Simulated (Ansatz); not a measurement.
Basis-set extrapolation for `O[SiH2][SiH](O)F` (PBE0-D4/def2-TZVP geometry, frozen core, Ansatz). Multiplicity 1, RHF reference.

```
                      def2-TZVPP   def2-QZVPP
                 HF  -830.245278  -830.276208
    MP2 correlation    -0.971013    -1.055025
CCSD(T) correlation    -1.036366      not run
```

Energies in hartree. Use E(X) = E(∞) + A·exp(−7.88·√X) for Hartree–Fock and E(X) = E(∞) + B·X^(−2.97) for correlation, with X = 3 and 4, and add CCSD(T) minus MP2 of the smaller set to the MP2 limit.

Q: What is the CCSD(T) energy at the basis-set limit?

A: HF limit: -830.276208 + (-0.030930) × 0.13774 = -830.28047. MP2 limit: -1.055025 + (-0.084012) × 0.74074 = -1.11726. Higher-order term: -1.036366 − (-0.971013) = -0.06535. Total: -831.46308 hartree, 476.4 kJ/mol below CCSD(T)/def2-TZVPP.
